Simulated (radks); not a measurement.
Values are calculated unless marked as measured or tabulated.
Neutral caesium inside a hard spherical wall (all orbitals vanish at R), configuration held at [Xe] 6s1 and not refilled when levels cross. Code: a radial shooting solver on a logarithmic mesh with Libxc functionals. Model: scalar-relativistic Kohn-Sham, LDA (Slater exchange, VWN5 correlation), spin-unpolarised, spherical densities, finite nucleus; Fermi nuclear charge, rms radius 4.8041 fm. Eigenvalues in eV, with the zero of energy where the potential of the charges vanishes at infinity; a dash marks a level that is unbound or too diffuse for the functional's potential to be trusted. A positive occupied level is held by the wall or, in an anion where self-interaction has pushed it up, behind a barrier. The pressure on the wall is -dE/dV.

R (bohr)	E (hartree)	kinetic (hartree)	e(4d)	e(5s)	e(5p)	e(6s)	e(6p, empty)	e(5d, empty)	pressure (GPa)
free	-7780.5609	8194.957	-74.264	-26.900	-13.610	-2.223	-0.779	-0.477	0
12	-7780.5590	8194.971	-74.116	-26.754	-13.468	-2.094	-0.415	-0.273	0.0218
8	-7780.5309	8195.096	-73.332	-26.001	-12.745	-0.932	1.751	0.758	0.766
7	-7780.4996	8195.215	-72.843	-25.550	-12.321	0.141	3.513	1.477	2.16
6	-7780.4276	8195.492	-71.983	-24.797	-11.612	2.348	6.876	2.758	7.16
5	-7780.2320	8196.282	-70.089	-23.256	-10.112	7.471	14.023	5.406	30.6
3.5	-7778.6121	8202.683	-59.822	-15.170	-1.183	37.036	50.079	19.359	522
3	-7776.4635	8210.421	-51.068	-7.226	8.257	66.572	83.562	33.042	1680
2.5	-7771.0876	8228.406	-36.165	9.847	28.750	126.41	149.08	61.117	6350
2	-7755.4887	8277.878	-7.373	54.741	81.336	262.75	293.66	127.02	31200
1.5	-7697.9984	8447.829	65.843	208.92	251.36	637.77	678.79	315.19	230000
